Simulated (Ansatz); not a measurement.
Relaxation of Si₃S₄⁻ with UKS PBE-D4/def2-SVPD.

```sh
$ ansatz run in.yaml --threads 4 --pin off --events-out ev --progress --plain --max-ram 4787MiB
```

```yaml
crystal:
  periodic: [false, false, false]
  atoms:
    - {symbol: Si, position_ang: [-0.692820, -1.147750, 0.044330]}
    - {symbol: Si, position_ang: [2.577720, 0.114440, -0.776580]}
    - {symbol: Si, position_ang: [-0.690380, 1.085280, 0.372220]}
    - {symbol: S, position_ang: [-2.140210, 2.489410, 0.310120]}
    - {symbol: S, position_ang: [-1.747150, -2.662700, 0.862740]}
    - {symbol: S, position_ang: [1.434580, -1.668310, -0.366230]}
    - {symbol: S, position_ang: [1.258270, 1.789630, -0.446600]}
basis:
  gaussian: {orbitals: def2-SVPD}
total_charge: -1
magnetization: {spin_polarized: true, initial_magnetization: 1}
hamiltonian: {xc: pbe, dispersion: d4}
scf: {lower_state_search: "off"}
output: {orbitals: {seedname: orbitals}}
relax: {f_tol: 0.02, max_steps: 100}
```

Hardware: 4 threads of Intel Xeon 6975P-C on a shared host. Wall time 11 s.

Positions (Å) and forces (eV/Å) at steps 1, 2, 3, 4, 5, 7 of 7:

```xyz
7
step=1 energy=-66930.8686 eV
Si   -0.693   -1.148    0.044    0.453   -0.877    0.065
Si    2.578    0.114   -0.777    0.420    0.022   -0.127
Si   -0.690    1.085    0.372    0.257    0.919   -0.281
S    -2.140    2.489    0.310   -0.111   -0.132    0.139
S    -1.747   -2.663    0.863   -0.180    0.117   -0.050
S     1.435   -1.668   -0.366   -0.439   -0.108    0.053
S     1.258    1.790   -0.447   -0.400    0.058    0.202
7
step=2 energy=-66930.9467 eV
Si   -0.646   -1.173    0.076    0.178   -0.221    0.128
Si    2.639    0.116   -0.795    0.060    0.007   -0.019
Si   -0.674    1.115    0.322    0.061    0.228   -0.199
S    -2.220    2.424    0.367    0.203   -0.178    0.039
S    -1.848   -2.603    0.860    0.129    0.190   -0.139
S     1.465   -1.663   -0.371   -0.313   -0.218    0.081
S     1.286    1.784   -0.458   -0.317    0.192    0.109
7
step=3 energy=-66930.9801 eV
Si   -0.566   -1.170    0.230    0.454    0.422   -0.168
Si    2.630    0.116   -0.793   -0.002    0.000    0.001
Si   -0.691    1.115    0.149    0.504   -0.380   -0.121
S    -2.199    2.371    0.476   -0.412    0.316    0.095
S    -1.896   -2.552    0.759   -0.368   -0.350    0.140
S     1.464   -1.704   -0.327   -0.097    0.163    0.020
S     1.258    1.825   -0.493   -0.078   -0.170    0.033
7
step=4 energy=-66930.9943 eV
Si   -0.554   -1.167    0.236   -0.088    0.022    0.028
Si    2.631    0.116   -0.793    0.055    0.002   -0.016
Si   -0.684    1.112    0.137   -0.087   -0.030    0.024
S    -2.205    2.384    0.486    0.037   -0.046   -0.005
S    -1.906   -2.566    0.753    0.030    0.050   -0.015
S     1.462   -1.693   -0.323    0.027    0.012   -0.008
S     1.255    1.813   -0.497    0.028   -0.010   -0.008
7
step=5 energy=-66930.9946 eV
Si   -0.549   -1.166    0.236   -0.071    0.058    0.021
Si    2.636    0.117   -0.795    0.050    0.002   -0.015
Si   -0.680    1.111    0.135   -0.066   -0.064    0.021
S    -2.215    2.363    0.491    0.029   -0.006   -0.006
S    -1.918   -2.546    0.755    0.027    0.009   -0.011
S     1.467   -1.692   -0.324    0.017   -0.013   -0.003
S     1.259    1.813   -0.498    0.014    0.015   -0.006
7
step=7 energy=-66930.9954 eV
Si   -0.553   -1.163    0.244    0.001    0.006    0.000
Si    2.640    0.117   -0.796    0.000    0.000    0.000
Si   -0.688    1.108    0.130    0.001   -0.006   -0.001
S    -2.208    2.373    0.495   -0.001    0.001    0.000
S    -1.913   -2.555    0.748   -0.001   -0.001    0.001
S     1.466   -1.689   -0.319    0.000   -0.002    0.000
S     1.256    1.809   -0.502    0.000    0.002    0.000
```

Another isomer (doublet) lies 0.64 eV lower at PBE0-D4/def2-TZVPD; other spin states weren't run for this one.
